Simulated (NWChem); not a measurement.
Molecule: SiNH2BrCl2; SMILES Cl[Si](N)(Br)Cl

```xyz
7

N      1.9511     0.9187     0.0000
Si     0.3078     0.5013     0.0000
Cl    -0.5507     1.2826    -1.6882
Cl    -0.5507     1.2826     1.6882
Br    -0.1215    -1.6785     0.0000
H      2.5060     0.8459    -0.8451
H      2.5060     0.8459     0.8451
```
Atoms are numbered in this order, from 1.

Program: NWChem. Coordinates come from a PBE0/def2-SVP optimisation. Ions are spin-unrestricted doublets at the neutral geometry; other ion states weren't tried.

Question: Predict the results for M06-2X/def2-SVP. Quantities: vertical ionisation energy, ΔSCF (eV); −ε(HOMO) (eV).

Answer: 
```yaml
vertical ionisation energy, ΔSCF (eV): 10.60
"−ε(HOMO) (eV)": 9.40
```
